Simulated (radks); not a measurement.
Excited configurations of K3+: one electron is placed in a higher orbital outside [Ne] 3s2 3p3. The ground configuration is [Ne] 3s2 3p4. Method: non-relativistic Kohn-Sham, PBE, spin-polarised, spherical densities, point nucleus; open shells are filled with parallel spins first; computed with a radial shooting solver on a logarithmic mesh with Libxc functionals. Excitation = E - E(ground); binding = E(ion) - E, where the ion is the core of charge +4; n* = 4/sqrt(2 binding) in atomic units, and the quantum defect is n - n*.

outer orbital  excitation (eV)  binding (eV)  quantum defect  <r> (bohr)
3d                      21.325        39.334           0.647       1.498
4s                      30.785        29.874           1.301       2.837
4p                      35.488        25.171           1.059       3.141
4f                      46.187        14.472           0.122       4.121
5s                      44.436        16.223           1.337       5.204
5p                      46.353        14.306           1.099       5.679
5f                      51.003         9.656           0.252       7.134
6p                      51.444         9.215           1.140       8.911
6d                      52.944         7.715           0.688       10.20
6f                      53.883         6.776           0.332       10.90
7p                      54.221         6.438           1.185       12.86
7f                      55.662         4.997           0.400       15.38

The Delta-SCF ionisation energy is 60.659 eV (NIST Atomic Spectra Database: 60.92 eV, semi-empirical). Self-interaction in the functional shifts the binding energies and quantum defects, so they are the method's values and not measured ones. Open shells are spherical and high-spin; term and fine-structure splittings are not resolved.
